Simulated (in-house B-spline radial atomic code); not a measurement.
**Binding energies in V V (V4+)**

NIST's tabulated ground configuration is [Ar] 3d1; each binding energy is the energy of the ion with one electron taken from that subshell, relaxed, less that of the parent. All numbers are computed (Dirac-Hartree-Fock, average of configuration; Fermi nucleus of rms radius 3.6002 fm) with a B-spline radial code for spherical atoms, not measured. Energies include first-order Breit, QED and recoil terms.

| subshell | X-ray name | binding energy (eV) | -ε (eV) | relaxation (eV) |
| --- | --- | --- | --- | --- |
| 1s | K | 5538.6 | 5579.0 | 32.8 |
| 2s | L1 | 704.4 | 715.4 | 10.4 |
| 2p1/2 | L2 | 596.3 | 608.6 | 11.8 |
| 2p3/2 | L3 | 589.4 | 601.4 | 11.7 |
| 3s | M1 | 139.7 | 141.3 | 1.5 |
| 3p1/2 | M2 | 106.7 | 108.2 | 1.5 |
| 3p3/2 | M3 | 105.8 | 107.3 | 1.4 |
| 3d | M4,5 | 64.2 | 65.24 | 1.05 |

Relaxation = -ε minus the binding energy without Breit, QED and recoil terms.

Emission lines follow as differences of binding energies, with λ = 12398.42 eV·Å / E:

```
 line       holes  energy (eV)  wavelength (Å)
 K-L3  1s → 2p3/2       4949.2          2.5051
 K-L2  1s → 2p1/2       4942.3          2.5086
 K-M3  1s → 3p3/2       5432.8          2.2821
L1-M3  2s → 3p3/2        598.6          20.712
L3-M1  2p3/2 → 3s        449.7           27.57
```

Task: What screening constant σ does Moseley's law, E = (3/4)·13.6057 eV·(Z - σ)², need for K-L3?

Result: σ = 0.98.

Task: What does it cost to remove both a 2s and a 3d electron?

Result: 795.57 eV, which is 26.93 eV more than the two single binding energies together.

Task: What does it cost to remove both a 1s and a 3p1/2 electron?

Result: 5675.3 eV, which is 29.93 eV more than the two single binding energies together.

Task: What does it cost to remove both a 2s and a 3p3/2 electron?

Result: 837.66 eV, which is 27.43 eV more than the two single binding energies together.
